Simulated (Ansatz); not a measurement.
Gas-phase electronic energies from Ansatz, PBE0-D4/def2-TZVP geometries. CCSD(T)/CBS is the MP2 limit (def2-TZVPP, def2-QZVPP) plus CCSD(T) − MP2 in def2-TZVPP, frozen cores. This one scheme is used for every species. Each species was taken in one conformer, which may not be the lowest.

Consider the ligand exchange at a B–O bond: `COB(N)O[SiH3]` + silanol → `NB(O[SiH3])O[SiH3]` + CH₃OH.

```json
{"species": "`COB(N)O[SiH3]`", "CCSD/CBS(def2) energy (Eh)": "-561.92445"}
{"species": "`O[SiH3]`", "CCSD/CBS(def2) energy (Eh)": "-366.67836"}
{"species": "`NB(O[SiH3])O[SiH3]`", "CCSD/CBS(def2) energy (Eh)": "-813.00063"}
{"species": "CH₃OH", "CCSD/CBS(def2) energy (Eh)": "-115.60252"}
```

Question: Work out ΔE.

Answer: ΔE = (-813.00063) + (-115.60252) − (-561.92445) − (-366.67836) = -0.00034 Eh = -0.9 kJ/mol. CCSD(T)/CBS gives -0.4 kJ/mol.

Largest T1 diagnostic among the species: 0.012.

The D4 term adds −5.0 kJ/mol with B3LYP and −2.8 kJ/mol with PBE0; it sums over pairs of atoms, weighted by their polarisabilities, and B3LYP, whose exchange is more repulsive, gets the larger term.

B3LYP here is the variant with VWN-RPA as its local correlation; programs differ in this.
